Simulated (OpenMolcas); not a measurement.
Sm3+ among 6 point charges of -0.5 e arranged as a trigonal prism (D3h), 2.74 Å from the ion, with a polar angle of 58.4° against the regular 49.1°.

```
Program             : OpenMolcas 26.06
Method              : CASSCF
Basis               : ANO-RCC-VDZP [7s6p4d2f1g]
Scalar Hamiltonian  : DKH2, point nucleus
Active space        : 5 electrons in 7 orbitals (4f)
State averaging     : 2S+1 = 6 odd, 21 roots; 2S+1 = 4 odd, 128 roots kept (CI in the orbitals of an earlier block, 108 in the spin-orbit step); 2S+1 = 2 odd, 130 roots kept (CI in the orbitals of an earlier block, 40 in the spin-orbit step)
Spin-orbit coupling : RASSI with atomic mean-field integrals over the reference wave functions
```

Question: What is the spin-free ground state (labels of D3, the rotations of D3h)?

Answer: 6E, 2-fold in its orbital part, 100 % from free-ion H terms; it has the highest spin that f5 allows.

Question: Where is the first state of the same spin?

Answer: 6E at 79.2 cm-1 above the ground state.

Question: What are the lowest two levels with spin-orbit coupling?

Answer: A 2-fold level E1/2 with g = 0.00, 0.00, 1.31, then a 2-fold level E3/2 71.2 cm-1 above it. Their leading multiplicities are 6 (97 %) and 6 (97 %).

Question: What is χT at 300 K, and how does it compare with the textbook value?

Answer: Hund's rules give f5 the level 6H5/2 with g = 0.286, so an isolated free-ion multiplet has χT = g² J(J+1) / 8 = 0.089 cm3 K/mol. The computed 0.306 at 300 K differs by +243 %, through the field's splitting, the mixing of terms and any other multiplet in reach.

High states are left out of the spin-orbit mixing, which shifts the levels that they would mix with. This is an electrostatic model: the charges have no orbitals. A group larger than the point group allows holds several states that coincide in this model. The first state left out of the spin-orbit step lies near 38000 cm-1 above the lowest spin-free state of the reference (among the parities and spins computed), and the lists stop at four fifths of that energy or lower. No measured value stands beside these numbers.
